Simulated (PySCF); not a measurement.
Compound: C₆H₉BGeO.
Cartesian coordinates in Å at the PBE0-D3(BJ)/def2-SVP level; atoms count from 1:
```xyz
18
C6H9BGeO angstrom
Ge     2.813   -0.425   -0.382
O      1.309   -1.006    0.390
B      0.011   -0.608    0.174
C     -0.329    0.515   -0.831
C     -1.550    1.041   -1.145
C     -2.845    0.701   -0.643
C     -3.215   -0.245    0.274
C     -2.416   -1.179    1.007
C     -1.063   -1.359    0.989
H      3.930   -1.262    0.253
H      2.995    1.074   -0.078
H      2.724   -0.665   -1.901
H      0.503    0.978   -1.383
H     -1.569    1.845   -1.891
H     -3.665    1.292   -1.064
H     -4.289   -0.302    0.480
H     -3.001   -1.829    1.669
H     -0.689   -2.152    1.651
```

Theory: TDDFT B3LYP/def2-SVPD, vertical, gas phase, core orbitals frozen in the response in PySCF 2.14.0, density-fitted response routines. Relativistic effects, spin–orbit coupling among them, are left out although an element past zinc is present.

Ground-to-excited transition dipoles (e·a0, same axes as the geometry; the sign carries no meaning), for the states with f of 0.002 or more among the lowest 10:

| state | E (hartree) | μx | μy | μz |
| --- | --- | --- | --- | --- |
| S1 | 0.1556 | -0.384 | -0.701 | 0.694 |
| S2 | 0.1697 | -0.722 | 0.189 | -0.075 |
| S6 | 0.2145 | 0.026 | 0.138 | 0.153 |
| S7 | 0.2203 | 0.093 | 0.011 | 0.079 |
| S8 | 0.2209 | 0.699 | -0.058 | -0.032 |
| S9 | 0.2231 | -2.164 | 0.500 | -0.136 |
| S10 | 0.2272 | 0.178 | 0.085 | 0.139 |

**Question.** What oscillator strength does each state have?

**Answer.** f = (2/3) ΔE |μ|² with ΔE in hartree (27.2114 eV).

| state | \|μ\|² (au) | \|μ\| (D) | f |
| --- | --- | --- | --- |
| S1 | 1.121 | 2.69 | 0.116 |
| S2 | 0.562 | 1.91 | 0.064 |
| S6 | 0.043 | 0.53 | 0.006 |
| S7 | 0.015 | 0.31 | 0.002 |
| S8 | 0.493 | 1.79 | 0.073 |
| S9 | 4.952 | 5.66 | 0.737 |
| S10 | 0.058 | 0.61 | 0.009 |

**Question.** Which bond between heavy atoms lies closest to the direction of the S9 transition dipole?

**Answer.** O2–B3 and C8–C9, at 7° from it; next C4–C5 at 14°.

**Question.** What angle do the transition dipoles of S2 and S9 make?

**Answer.** |cos θ| = |μa·μb| / (|μa| |μb|) = 1.00, so θ ≈ 3° (taken between 0 and 90°, since the signs are arbitrary).

**Question.** What peak molar absorption coefficient would the strongest computed level give as a lone Gaussian band 0.3 eV wide at half height?

**Answer.** ε(max) = 2.175×10⁸ f / FWHM, with the width in cm⁻¹. S9: 2.175×10⁸ × 0.7366 / 2420 ≈ 66000 L mol⁻¹ cm⁻¹.

All these states lie below the vertical ionisation energy of 8.33 eV (ΔSCF).

Hardware: one thread, Arm Neoverse V1 (aarch64) (shared host). Cost: 3.6 min of wall time, 1.1 GiB resident at most.

One conformer stands for the species.
